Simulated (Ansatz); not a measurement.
Start from `[NH2][Ge]([F])([F])[F]` and change one atom or group to get `[F][Ge]([F])([F])[Br]`.

Ansatz, PBE0-D4/def2-TZVP geometries, multiplicity 1. Each molecule was computed in one conformer, which needn't be the lowest.

Scalar relativity is left out up to krypton. Spin–orbit coupling is left out; it splits and shifts lone-pair levels of the heavy atoms by tenths of an eV.

```tsv
property	`[NH2][Ge]([F])([F])[F]`
size of the dipole moment (B3LYP/def2-TZVPP) / D	3.33
size of the dipole moment (PBE/def2-TZVPP) / D	3.23
HOMO–LUMO gap (B3LYP/def2-TZVPP) / eV	7.67
HOMO–LUMO gap (PBE/def2-TZVPP) / eV	5.68
LUMO energy (PBE/def2-TZVPP) / eV	-1.77
HOMO energy (B3LYP/def2-TZVPP) / eV	-8.80
```

(1) Give the same properties after the change, and the shifts. (An estimate is asked.)

## Answers

(1) Computed: 
| property | `[F][Ge]([F])([F])[Br]` | shift |
| --- | --- | --- |
| size of the dipole moment (B3LYP/def2-TZVPP) / D | 1.71 | -1.62 |
| size of the dipole moment (PBE/def2-TZVPP) / D | 1.57 | -1.66 |
| HOMO–LUMO gap (B3LYP/def2-TZVPP) / eV | 7.21 | -0.46 |
| HOMO–LUMO gap (PBE/def2-TZVPP) / eV | 5.42 | -0.26 |
| LUMO energy (PBE/def2-TZVPP) / eV | -3.05 | -1.28 |
| HOMO energy (B3LYP/def2-TZVPP) / eV | -9.59 | -0.79 |

With PBE0 the HOMO falls by 0.82 eV and the LUMO falls by 1.31 eV, so the gap narrows by about 0.49 eV. PBE moves the HOMO by -1.02 eV and ωB97M-V by -0.64 eV. The zero-point energy changes by -65.1 kJ/mol with -6 modes. Dipoles are sizes alone; their direction can turn.

B3LYP here is the variant with VWN-RPA as its local correlation; programs differ in this.
